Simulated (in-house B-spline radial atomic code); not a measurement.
RPA and G0W0 for Pb III (Pb2+), [Xe] 4f14 5d10 6s2, as one setting changes: the radius of a hard wall (bohr). Start: PBE. A dash marks a level of low quasi-particle weight. Computed with a B-spline radial code for spherical atoms: all electrons, scalar-relativistic (spin-free one-electron X2C), finite nucleus, each spin shell either full or empty, empty states to l = 9 with an (l + 1/2)⁻⁴ tail; G0W0 by contour deformation at full frequency.

Without the two-electron picture change, the correlation of inner shells comes somewhat too large for so heavy an element.

| radius of a hard wall (bohr) | mean-field level (eV) | G0W0 level (eV) | RPA correlation (Eh) |
| --- | --- | --- | --- |
| 2 | 58.33 | 6s 50.59 | -7.4225 |
| 2.5 | 2.934 | 6s -4.003 | -7.3507 |
| 3 | -15.633 | 6s -21.985 | -7.3232 |
| 3.5 | ? | ? | ? |
| 4 | -25.418 | 6s -30.99 | -7.2933 |
| 5 | -27.064 | 6s -32.28 | -7.2809 |
| 6 | ? | ? | ? |
| 8 | -27.384 | 6s -32.43 | -7.2746 |
| 12 | -27.384 | 6s -32.43 | -7.273 |

Question: What belongs in the row for 6?

Answer: mean-field level (eV): -27.339; G0W0 level (eV): 6s -32.43; RPA correlation (Eh): -7.2769.

Question: What belongs in the row for 3.5?

Answer: mean-field level (eV): -22.613; G0W0 level (eV): 6s -28.515; RPA correlation (Eh): -7.3058.
